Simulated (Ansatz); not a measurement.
Calculated with Ansatz (gas phase, PBE0-D4/def2-TZVP geometries, no zero-point term in ΔE). CBS: MP2 limit from def2 TZ/QZ plus the TZ coupled-cluster correction, frozen cores. This one scheme is used for every species. Functionals use def2-TZVPP. One conformer a species, not always the lowest.

Consider the hydrogenolysis of the Al–O bond: `[NH2][Al]([OH])[CH]=O` + H₂ → `[NH2][AlH][CH]=O` + H₂O.

```
           level  ΔE (kJ/mol)
          PBE-D4        112.2
      r2SCAN0-D4        119.7
    CAM-B3LYP-D4        119.7
         ωB97M-V        117.2
        PBE-QIDH        114.8
       CAM-B3LYP        117.4
CCSD(T)/def2-SVP        108.6
 CCSD/def2-TZVPP        115.0
```

Question: What does CCSD(T)/CBS give? (Best estimate.)

Answer: Computed: +116.9 kJ/mol. The listed levels differ from it by -4.7, 2.8, 2.8, 0.3, -2.1, 0.5, -8.3, -1.9 kJ/mol.

Largest T1 diagnostic among the species: 0.015.

At CCSD(T), def2-SVP lies −8.3 kJ/mol from the extrapolated value and def2-TZVPP +0.0 kJ/mol. From r2SCAN to r2SCAN0 (25 % exact exchange), in def2-TZVPP and without D4, ΔE moves by −3.6 kJ/mol. Leaving LDA and LC-ωPBE aside and taking each functional with its dispersion term where it has one, the values, not all of them listed here, spread over 15.7 kJ/mol, from B97M-V to r2SCAN-D4.
